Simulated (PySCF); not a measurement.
Several orderings of computed values.

All species are isolated and taken at one optimised geometry, non-relativistic unless stated; the electronic structure was computed with PySCF and density fitting.

Dipoles, sizes and rotational constants follow the conformer. The torsions of the flexible species, by atom-mapped SMILES:
- `[CH3:1][C:2](=[O:3])[C@@:4]1([CH3:5])[CH2:6][CH2:7][C:8]1=[S:9]`: C1–C2–C4–C5 50°
- `[CH3:1][CH2:2][O:3][CH2:4][c:5]1[cH:6][cH:7][cH:8][s:9]1`: C1–C2–O3–C4 180°, C2–O3–C4–C5 180°, O3–C4–C5–C6 0°
- `[CH3:1][CH2:2][C:3]([CH3:4])([CH3:5])[O:6][SiH2:7][PH2:8]`: C1–C2–C3–C4 59°, C2–C3–O6–Si7 180°, C3–O6–Si7–P8 -175°, H–P8–Si7–O6 -87°, H–P8–Si7–O6 180°
- `[CH3:1][S:2][CH2:3][PH:4][P:5]([CH3:6])[CH3:7]`: C1–S2–C3–P4 64°, S2–C3–P4–P5 -178°, C3–P4–P5–C6 172°
- `[CH2:1]=[CH:2][c:3]1[cH:4][cH:5][c-:6]([Cl:7])[cH:8]1`: C1–C2–C3–C4 0°
- `[N:1]#[C:2][C:3]1=[C:4]([CH2:5][Cl:6])[C@H:7]1[SiH2:8][Cl:9]`: C3–C4–C5–Cl6 2°, C4–C7–Si8–Cl9 -17°

The conformers of `O=P1(OC2CC2)OCCCO1`, `CCO[Si@H](O)[SiH2][SiH2]C#N` and `C=C[Si@@H](C=O)N([SiH3])[SiH2]O` aren't listed.

(1) Rank by dipole moment, lowest first (PBE0/pcSseg-1 at GFN2-xTB geometries).
A. `S(CPP(C)C)C`
B. `CCC(C)(C)O[SiH2]P`
C. `CCOCC1=CC=CS1`
D. `CC(=O)[C@@]1(C)CCC1=S`

(2) Give the two extremes of that set in atomic units.

(3) Rank by smallest rotational constant, highest first (GFN2-xTB).
A. `CC(=O)Cl`
B. `CCOCc1cccs1`
C. `CCC(C)(C)O[SiH2]P`
D. `C=CC1=C[C-](Cl)C=C1`
E. `C=C1CC1(C#N)C#N`

(4) Rank by HOMO–LUMO gap, highest first (PBE0/pcSseg-1 at GFN2-xTB geometries).
A. `N#CC1=C(CCl)[C@H]1[SiH2]Cl`
B. `CC(=O)[C@@]1(C)CCC1=S`
C. `O=P1(OC2CC2)OCCCO1`
D. `C=C[Si@@H](C=O)N([SiH3])[SiH2]O`
E. `CCC(C)(C)O[SiH2]P`
F. `CCO[Si@H](O)[SiH2][SiH2]C#N`
G. `CCOCC1=CC=CS1`

(5) Rank by HOMO energy, lowest first (PBE0/pcSseg-1 at GFN2-xTB geometries).
A. `CC(=O)Cl`
B. `CCC(C)(C)O[SiH2]P`
C. `C1C(C1=C)(C#N)C#N`
D. `CCO[Si@H](O)[SiH2][SiH2]C#N`

Answers

(1) C (1.21 D), A (1.72 D), B (1.97 D), D (2.17 D).

(2) `CCOCc1cccs1`: 0.48 au; `CC(=O)[C@@]1(C)CCC1=S`: 0.85 au.

(3) A (3.466 GHz), E (1.427 GHz), D (0.760 GHz), C (0.677 GHz), B (0.560 GHz).

(4) C (8.90 eV), E (7.69 eV), F (6.91 eV), G (6.27 eV), A (5.63 eV), D (5.34 eV), B (4.26 eV).

(5) C (-9.02 eV), A (-8.62 eV), D (-7.99 eV), B (-7.32 eV).
